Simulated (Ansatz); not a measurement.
Reaction (ligand exchange at a Ge–N bond): `C=[N][GeH2][NH2]` + `FCS` → `[NH2][GeH2][S]CF` + `C=N`

Program: Ansatz. Geometries: PBE0-D4/def2-TZVP. ΔE: electronic, gas phase. CCSD(T)/CBS is the MP2 limit (def2-TZVPP, def2-QZVPP) plus CCSD(T) − MP2 in def2-TZVPP, frozen cores. This one scheme is used for every species. Functionals use def2-TZVPP. B3LYP here is the variant with VWN-RPA as its local correlation; programs differ in this. For Ge outer-core shells are correlated without core-valence functions, which leaves a few kJ/mol of doubt a bond. Scalar relativity is left out up to krypton. One conformer a species, not always the lowest.

```
             level  ΔE (kJ/mol)  difference from CCSD(T)/CBS
         r2SCAN-D4        -51.8                         -3.1
           PBE0-D4        -53.6                         -4.9
           ωB97M-V        -49.5                         -0.8
            B2PLYP        -45.3                          3.4
               PBE        -51.1                         -2.4
            r2SCAN        -51.0                         -2.3
              PBE0        -51.0                         -2.3
             B3LYP        -45.1                          3.6
     HF/def2-TZVPP        -40.3                          8.4
SCS-MP2/def2-TZVPP        -44.2                          4.5
   CCSD/def2-TZVPP        -45.5                          3.2
     HF/def2-QZVPP        -39.2                          9.5
SCS-MP2/def2-QZVPP        -44.9                          3.8
      HF/CBS(def2)        -39.1                          9.6
     MP2/CBS(def2)        -48.8                         -0.1
    CCSD/CBS(def2)        -47.3                          1.4
       CCSD(T)/CBS        -48.7                            0
```

Largest T1 diagnostic among the species: 0.012.

The D4 term adds −4.5 kJ/mol with B3LYP and −2.6 kJ/mol with PBE0; it sums over pairs of atoms, weighted by their polarisabilities, and B3LYP, whose exchange is more repulsive, gets the larger term. In def2-TZVPP, CCSD(T) changes the Hartree–Fock value by −6.5 kJ/mol (the triples alone add −1.3 kJ/mol) and MP2 by −6.7 kJ/mol.
